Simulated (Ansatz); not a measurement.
Ge₃Sb₂⁻, relaxed as a doublet with UKS r2SCAN-D4/def2-SVPD in Ansatz, starting from the GFN1-xTB geometry. Force threshold 0.02 eV/Å.

In the def2 sets Sb takes a core potential; there is no spin–orbit coupling. Another isomer (doublet) lies 1.08 eV lower at PBE0-D4/def2-TZVPD; other spin states weren't run for this one.

Start:

| atom | x (Å) | y (Å) | z (Å) |
| --- | --- | --- | --- |
| Sb1 | -2.2824 | -0.4248 | 2.2957 |
| Sb2 | -1.0479 | 1.6473 | 1.2622 |
| Ge3 | 0.4131 | 0.4075 | -0.4147 |
| Ge4 | 1.1125 | -1.7514 | -0.9146 |
| Ge5 | 1.8047 | 0.1213 | -2.2286 |

Task: Estimate the energy that the relaxation releases and the steps that it takes.

Result: 34.0 kcal/mol, in 15 steps; 3.2 min on 4 threads of Arm Neoverse V1 on a shared host. No frequencies were taken in this run, so the end may be a saddle point.

Task: Does the start keep its bonding?

Result: Bonds formed: Sb1–Ge4 (atoms count from 1).

Task: Predict the relaxed structure.

Result: 
```xyz
5

Sb   -1.3129   -0.9039    1.4279
Sb   -1.1891    1.8406    1.4409
Ge    0.3248    0.9783   -0.4467
Ge    0.5252   -1.7345   -0.4629
Ge    1.6520   -0.1805   -1.9592
```
Bond lengths: 3 × Ge–Ge 2.32 to 2.72 Å; 2 × Ge–Sb 2.57 to 2.76 Å; 1 × Sb–Sb 2.75 Å.
